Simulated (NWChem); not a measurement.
System: C4H7F; SMILES C1(CCC1)F

The following NWChem deck was run.

```
start job
memory heap 200 mb stack 900 mb global 1100 mb
geometry units angstroms noautoz
  F     -0.009705     1.836527     0.000000
  C      0.470854     0.538433     0.000000
  C     -0.072797    -0.410089    -1.083992
  C     -0.091778    -1.525261     0.000000
  C     -0.072797    -0.410089     1.083992
  H      1.566584     0.587471     0.000000
  H      0.521272    -0.560815    -1.990307
  H     -1.087847    -0.107565    -1.361489
  H      0.831246    -2.113576     0.000000
  H     -0.942632    -2.211365     0.000000
  H     -1.087847    -0.107565     1.361489
  H      0.521272    -0.560815     1.990307
end
basis spherical
  * library def2-tzvp
end
dft
  xc r2scan
  iterations 150
  semidirect filesize 400000000
  mulliken
end
task dft energy
```

NWChem printed, in part:

```
             Northwest Computational Chemistry Package (NWChem) 7.3.0
             --------------------------------------------------------

 CS  symmetry detected

                             Geometry "geometry" -> ""
                             -------------------------

 Output coordinates in angstroms (scale by  1.889725989 to convert to a.u.)

  No.       Tag          Charge          X              Y              Z
 ---- ---------------- ---------- -------------- -------------- --------------
    1 F                    9.0000    -0.15424018    -1.81537714     0.00000000
    2 C                    6.0000     0.39947179    -0.54676055     0.00000000
    3 C                    6.0000    -0.08927359     0.43118543    -1.08399200
    4 C                    6.0000    -0.04470908     1.54562829     0.00000000
    5 C                    6.0000    -0.08927359     0.43118543     1.08399200
    6 H                    1.0000     1.49063017    -0.65812633     0.00000000
    7 H                    1.0000     0.51241569     0.54783153    -1.99030700
    8 H                    1.0000    -1.11990618     0.18696475    -1.36148900
    9 H                    1.0000     0.91032413     2.08041740     0.00000000
   10 H                    1.0000    -0.85510483     2.27907901     0.00000000
   11 H                    1.0000    -1.11990618     0.18696475     1.36148900
   12 H                    1.0000     0.51241569     0.54783153     1.99030700

 Effective nuclear repulsion energy (a.u.)     182.4963965794

      Symmetry information
      --------------------

 Group name             Cs
 Group number              2
 Group order               2
 No. of unique centers     9

                                 NWChem DFT Module
                                 -----------------

 Summary of "ao basis" -> "ao basis" (spherical)
 ------------------------------------------------------------------------------
       Tag                 Description            Shells   Functions and Types
 ---------------- ------------------------------  ------  ---------------------
 F                         def2-tzvp                11       31   5s3p2d1f
 C                         def2-tzvp                11       31   5s3p2d1f
 H                         def2-tzvp                 4        6   3s1p

      Symmetry analysis of basis
      --------------------------

        a'        121
        a"         76

            General Information
            -------------------
          SCF calculation type: DFT
          Wavefunction type:  closed shell.
          No. of atoms     :    12
          No. of electrons :    40
           Alpha electrons :    20
            Beta electrons :    20
          Charge           :     0
          Spin multiplicity:     1
          Use of symmetry is: on ; symmetry adaption is: on
          Maximum number of iterations: 150
          AO basis - number of functions:   197
                     number of shells:    83
          Convergence on energy requested:  1.00D-06
          Convergence on density requested:  1.00D-05
          Convergence on gradient requested:  5.00D-04

              XC Information
              --------------
                      r^2SCAN Method XC Functional
               r^2SCAN metaGGA Exchange Functional  1.000
                     r^2SCAN Correlation Potential  1.000

             Grid Information
             ----------------
          Grid used for XC integration:  medium
          Radial quadrature: Mura-Knowles
          Angular quadrature: Lebedev.
          Tag              B.-S. Rad. Rad. Pts. Rad. Cut. Ang. Pts.
          ---              ---------- --------- --------- ---------
          F                   0.50       49          11.0       434
          C                   0.70       49          10.0       434
          H                   0.35       45          11.0       434
          Grid pruning is: on
          Number of quadrature shells:   421
          Spatial weights used:  Erf1

      Superposition of Atomic Density Guess
      -------------------------------------

 Sum of atomic energies:        -253.60205558

      Non-variational initial energy
      ------------------------------

 Total energy =    -256.721315
 1-e energy   =    -706.450976
 2-e energy   =     267.233264
 HOMO         =      -0.351932
 LUMO         =       0.075821

      Symmetry analysis of molecular orbitals - initial
      -------------------------------------------------

  Numbering of irreducible representations:

     1 a'          2 a"

  Orbital symmetries:

     1 a'          2 a'          3 a"          4 a'          5 a'
     6 a'          7 a'          8 a"          9 a'         10 a'
    11 a'         12 a'         13 a"         14 a'         15 a'
    16 a"         17 a"         18 a'         19 a"         20 a'
    21 a'         22 a'         23 a'         24 a"         25 a'
    26 a'         27 a"         28 a'         29 a"         30 a'

------------------------------------------------------------
EAF file 0: "./job.aoints.0" size=534249472 bytes
------------------------------------------------------------
               write      read    awrite     aread      wait
               -----      ----    ------     -----      ----
     calls:     1019         0         0         0         0
   data(b): 5.34e+08  0.00e+00  0.00e+00  0.00e+00
   time(s): 0.00e+00  0.00e+00  0.00e+00  0.00e+00  0.00e+00
rate(mb/s): 0.00e+00  0.00e+00
------------------------------------------------------------

     ---------------------------------------------
      Total Density - Mulliken Population Analysis
     ---------------------------------------------

[...]
```

Level: r2SCAN/def2-TZVP. Geometry: optimised at B3LYP/6-31G* (spherical d).
